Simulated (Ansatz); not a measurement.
H₈Si₂Sn, SMILES `[SiH3][SnH2][SiH3]`, relaxed with RKS PBE-D4/def2-SVP in Ansatz from a rough embedded geometry. The force threshold is 0.03 eV/Å; the program also tests the step.

The species carries charge 0 and has multiplicity 1. Sn takes the def2 core potential.

Start:

```xyz
11

Si    0.336   -0.293    1.986
Sn   -0.004    1.043   -0.039
Si   -0.311   -0.513   -1.951
H     0.532    0.551    3.135
H     1.546   -1.155    1.893
H    -0.844   -1.173    2.288
H    -1.428    2.031    0.113
H     1.407    2.012   -0.349
H     0.830   -1.387   -2.126
H    -1.520   -1.374   -1.743
H    -0.543    0.259   -3.207
```

Task: How much energy does the relaxation release, and in how many steps? (An estimate is asked.)

Result: The calculation gave: 5.44 kcal/mol, in 4 steps.

Task: Which bonds change most? (An estimate is asked.)

Result: Computed: Si1–Sn2 from 2.450 to 2.586 Å; Sn2–Si3 from 2.484 to 2.586 Å; Si1–H4 from 1.438 to 1.506 Å; Si3–H9 from 1.447 to 1.506 Å.

Task: Give the relaxed structure. (Best estimate.)

Result: The calculation gave: 
```xyz
11

Si    0.355   -0.312    2.106
Sn   -0.005    1.061   -0.055
Si   -0.351   -0.533   -2.062
H     0.552    0.584    3.300
H     1.569   -1.189    1.956
H    -0.841   -1.192    2.357
H    -1.385    2.092    0.123
H     1.366    2.080   -0.341
H     0.854   -1.421   -2.222
H    -1.556   -1.402   -1.820
H    -0.558    0.233   -3.342
```
